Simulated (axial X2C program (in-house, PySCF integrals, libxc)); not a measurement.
## Working with the constants of WO⁺

A bond curve at the PBE level, two-component, was computed with an in-house relativistic program for diatomic molecules (basis W dyall-cv3z [13s14p9d7f4g], O dyall-av3z [7s6p3d2f] (cores contracted in-house)) for the state Ω = 3/2 (⟨Sz⟩ = 1.49, ⟨Lz⟩ = 0.01 at PBE). Its fit gives Re = 1.6471 Å, ωe = 1091.0 cm⁻¹, ωexe = 4.12 cm⁻¹ and αe = 2.013e-03 cm⁻¹; the masses are 183.9509 and 15.9949 u. Two-component means X2C with spin–orbit coupling and atomic mean-field Coulomb and Gaunt terms.

Find the reduced mass, Be and the force constant.

From the PBE values: μ = 14.7154 u. Be = 16.8576/(μ Re²) = 0.4223 cm⁻¹. k = 5.8918×10⁻⁷ μ ωe² = 10.3 mdyn/Å.

A Morse curve ties αe to the other constants (Pekeris). How well does that hold?

αe(Morse) = 6Be²/ωe × (√(ωexe/Be) − 1) = 2.082e-03 cm⁻¹; the PBE curve gives 2.013e-03 cm⁻¹, a ratio of 1.03.

Estimate the centrifugal constant by the Kratzer relation.

D = 4Be³/ωe² = 2.53e-07 cm⁻¹.

Where do the fundamental and the first overtone lie?

ν(1←0) = ωe − 2ωexe = 1082.8 cm⁻¹; ν(2←0) = 2ωe − 6ωexe = 2157.3 cm⁻¹.

Occupations by symmetry block were frozen at the best pattern of an incomplete PBE0 search. Density functionals use the spin component along the axis (collinear). With several unpaired electrons one determinant need not be a pure state. This is the top spin component of a Σ state; components of lower Ω are not single determinants and can lie lower.
